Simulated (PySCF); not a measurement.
# NMR problem set

How the numbers were obtained: shielding tensors at PBE0/pcSseg-1 (GIAO), J: B3LYP/pcJ-1 (spin–dipole term left out of most H,H and C,H couplings), structure optimised with GFN2-xTB, in PySCF (relativity neglected, gas phase, one conformer, rapidly exchanging positions averaged).

References, each an isolated molecule treated in the same way: 1H (σ = 31.72 ppm) and 13C (σ = 186.93 ppm) vs TMS. Multiplet labels drop J under 1 Hz and among equivalent protons, and merge close values. Unscaled 3J(H,H) run several per cent high. Where no couplings were computed, multiplicities follow the n + 1 count of equivalent neighbours, and m marks all less simple cases (inequivalent or close neighbours, rings, F or P nearby). One-bond C–F couplings are unscaled and too large by tens of Hz. Shifts are as computed. Against solution values, carbons near 30 ppm lie about +3 ppm off and those near 130 ppm about +5 ppm. Of 1211 compounds with measured shifts, 218 miss one by over three times the rms of a fit or turn the order of signals round; such compounds aren't used in these exercises. OH and NH positions are gas-phase values without hydrogen bonding to other molecules.

Question: C7H18N2. 1H NMR (500 MHz, computed): δ 2.74 (s, 2H), 2.42 (s, 6H), 1.13 (br s, 1H), 0.94 (s, 9H). 13C{1H} NMR (computed): δ 65.6 (CH2), 48.5 (CH3), 33.5 (C), 29.1 (CH3). Identify the compound.

Answer: `CN(C)NCC(C)(C)C`. Rings plus π bonds: 0. 4 carbon signals for 7 carbons: some carbons are equivalent by symmetry or fast rotation. Carbon types of the structure: 1 × C, 1 × CH2, 5 × CH3, leaving 1 H on heteroatoms. δC 65.6: sp3 CH2 bonded to N; deshielded by the electronegative neighbour. δC 48.5: methyl carbon bonded to N; pulled downfield by the heteroatom. δC 33.5: quaternary sp3 carbon; a saturated carbon with 4 carbon neighbours and no heteroatom attached. δH 1.13: hydrogen on a nitrogen bonded to O or N; labile proton, position sensitive to the medium.

This is the structure that produced the data.

Question: C4H3F3N2O. 1H NMR (400 MHz, computed): δ 2.80 (s, 3H). 13C{1H} NMR (computed): δ 172.7 (C), 163.4 (C, q, J = 45.4 Hz), 126.8 (C, q, J = 338.1 Hz), 13.5 (CH3). Give a structure.

Answer: `Cc1nnc(C(F)(F)F)o1`. Rings plus π bonds: 3 (1 ring in the answer). 4 carbon signals for 4 carbons: no two carbons are equivalent. Carbon types of the structure: 3 × C, 1 × CH3, which accounts for all hydrogens. δC 172.7, 163.4: substituted aromatic carbon next to the ring oxygen. δC 126.8: CF3 carbon; 3 electronegative neighbours deshield it. δC 13.5: methyl carbon on an aromatic ring; aliphatic region, no heteroatom directly attached. δH 2.80: hydrogen on a methyl carbon on an aromatic ring; benzylic-type position, deshielded by the ring.

This is the structure that produced the data.
